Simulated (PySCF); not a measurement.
Compound: C3H6F2Si.
SMILES with atom numbers: `[F:1][CH:2]([F:3])[C@H:4]1[CH2:5][SiH2:6]1` (hydrogens: H7 on C2; H8 on C4; H9, H10 on C5; H11, H12 on Si6)

Computed by this run: PBE0-D3(BJ)/def2-SVP geometry optimisation, gas phase (PySCF 2.14.0); density fitting, grid level 1; the optimiser is geomeTRIC in internal coordinates, started from a GFN2-xTB structure with every atom displaced at random (about 0.01 Å).

Step 1: E = -16498.0833 eV
```
atom  x, y, z in Å  |  force x, y, z in eV/Å
F1     -1.1578   -0.5659    1.4404   -0.073  -0.158   0.101
C2     -1.4692   -0.2779    0.1453    0.211   0.373   0.187
F3     -2.0081   -1.3767   -0.4028   -0.160  -0.177  -0.145
C4     -0.2229    0.1408   -0.5736   -0.069   0.037   0.099
C5      0.7296    1.0516    0.2205    0.060   0.056  -0.029
Si6     1.4137   -0.6469   -0.1193   -0.062  -0.001  -0.015
H7     -2.2416    0.5159    0.1877   -0.010  -0.079  -0.137
H8     -0.4142    0.4188   -1.6163    0.042  -0.017  -0.008
H9      0.4145    1.2788    1.2452    0.024  -0.039   0.002
H10     1.1400    1.9265   -0.2947   -0.011  -0.034  -0.057
H11     1.4383   -1.6723    0.9452    0.034   0.008   0.053
H12     2.4211   -0.8196   -1.1909    0.013   0.030  -0.052
```

Step 2: E = -16498.0971 eV
```
atom  x, y, z in Å  |  force x, y, z in eV/Å
F1     -1.2239   -0.5998    1.4529    0.035   0.046  -0.165
C2     -1.4830   -0.2750    0.1524    0.064   0.094   0.111
F3     -2.0353   -1.3549   -0.4319   -0.039  -0.111  -0.096
C4     -0.2215    0.1313   -0.5499   -0.076  -0.018   0.220
C5      0.7413    1.0502    0.2223    0.017   0.047  -0.038
Si6     1.4268   -0.6453   -0.1167   -0.038  -0.048  -0.044
H7     -2.2481    0.5244    0.1663    0.026   0.015   0.016
H8     -0.4128    0.4045   -1.5938    0.040  -0.031  -0.023
H9      0.4480    1.2863    1.2510   -0.001  -0.028   0.022
H10     1.1381    1.9175   -0.3157   -0.014  -0.006  -0.013
H11     1.5012   -1.6557    0.9622   -0.003   0.025   0.026
H12     2.4124   -0.8103   -1.2125   -0.012   0.016  -0.016
```

**Question.** Estimate the geometry and energy of step 3. (The exact step hangs on the optimiser's Hessian estimate; all steps are aligned on step 2, rigid shifts and turns removed.)

**Answer.** E = -16498.1008 eV, largest force 0.086 eV/Å
```
atom  x, y, z in Å  |  force x, y, z in eV/Å
F1     -1.2257   -0.6151    1.4448   -0.019   0.022  -0.063
C2     -1.4854   -0.2740    0.1519    0.023  -0.038   0.018
F3     -2.0391   -1.3480   -0.4516   -0.015   0.004   0.000
C4     -0.2238    0.1300   -0.5403   -0.006   0.032   0.080
C5      0.7430    1.0510    0.2231    0.007   0.043  -0.038
Si6     1.4243   -0.6460   -0.1146    0.005  -0.055  -0.036
H7     -2.2458    0.5291    0.1689   -0.009   0.002   0.043
H8     -0.4113    0.3979   -1.5864    0.049  -0.024  -0.023
H9      0.4604    1.2859    1.2555   -0.004  -0.015   0.003
H10     1.1335    1.9157   -0.3234   -0.013   0.008   0.012
H11     1.5137   -1.6400    0.9790   -0.004   0.017   0.003
H12     2.3994   -0.8135   -1.2202   -0.014   0.004   0.001
```

The energy changes by -0.0037 eV. The first-order estimate −F·Δx gives -0.0057 eV and the mean of the old and new forces, exact on a quadratic surface, -0.0035 eV. The step makes an angle of 72° with the force vector and moves no atom by more than 0.026 Å.

The cost below is that of the whole optimisation. Hardware: Arm Neoverse V1, one thread, shared host with 64 logical CPUs at a one-minute load of 30. Cost: 61 s, 0.48 GiB resident at most.
